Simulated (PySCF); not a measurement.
Job for PySCF: D3(BJ) and D4 dispersion corrections on H4InSb (SMILES [InH2][SbH2]).

```python
from pyscf import gto
from pyscf.dispersion import dftd3, dftd4

mol = gto.M(
    atom='''
    In   -1.12865354   -0.00000000   -0.35323130
    Sb    1.68296167    0.00000000   -0.43098855
    H    -1.99610325    1.50463929   -0.36953925
    H    -1.99610325   -1.50463929   -0.36953925
    H     1.71894918    1.23106257    0.76164918
    H     1.71894918   -1.23106257    0.76164918
    ''',
    basis='def2-svp',
    charge=0, spin=0, verbose=0, max_memory=1800)
d3, d4 = {}, {}
for xc in ['hf', 'pbe', 'blyp', 'revpbe', 'tpss', 'r2scan', 'b3lyp', 'pbe0', 'bhlyp', 'camb3lyp', 'b2plyp']:
    d3[xc] = float(dftd3.DFTD3Dispersion(mol, xc=xc, version='d3bj', atm=False).get_dispersion()['energy'])
    print(f'D3(BJ) {xc:10s} {d3[xc]:14.8f} Eh')
for xc in ['hf', 'pbe', 'blyp', 'revpbe', 'tpss', 'r2scan', 'b3lyp', 'pbe0', 'bhlyp', 'camb3lyp', 'b2plyp']:
    d4[xc] = float(dftd4.DFTD4Dispersion(mol, xc={'camb3lyp': 'cam-b3lyp'}.get(xc, xc), atm=True).get_dispersion()['energy'])
    print(f'D4     {xc:10s} {d4[xc]:14.8f} Eh')
```

The log:

```
D3(BJ) hf            -0.03494664 Eh
D3(BJ) pbe           -0.00390817 Eh
D3(BJ) blyp          -0.00938473 Eh
D3(BJ) revpbe        -0.00868785 Eh
D3(BJ) tpss          -0.00525605 Eh
D3(BJ) r2scan        -0.00109326 Eh
D3(BJ) b3lyp         -0.00802920 Eh
D3(BJ) pbe0          -0.00376943 Eh
D3(BJ) bhlyp         -0.00785601 Eh
D3(BJ) camb3lyp      -0.00415088 Eh
D3(BJ) b2plyp        -0.00459176 Eh
D4     hf            -0.01291089 Eh
D4     pbe           -0.00422723 Eh
D4     blyp          -0.00879352 Eh
D4     revpbe        -0.00981677 Eh
D4     tpss          -0.00558321 Eh
D4     r2scan        -0.00091704 Eh
D4     b3lyp         -0.00694274 Eh
D4     pbe0          -0.00361879 Eh
D4     bhlyp         -0.00701019 Eh
D4     camb3lyp      -0.00381331 Eh
D4     b2plyp        -0.00288430 Eh
```

The run finished.

Cost: roughly 0.010 core-seconds.
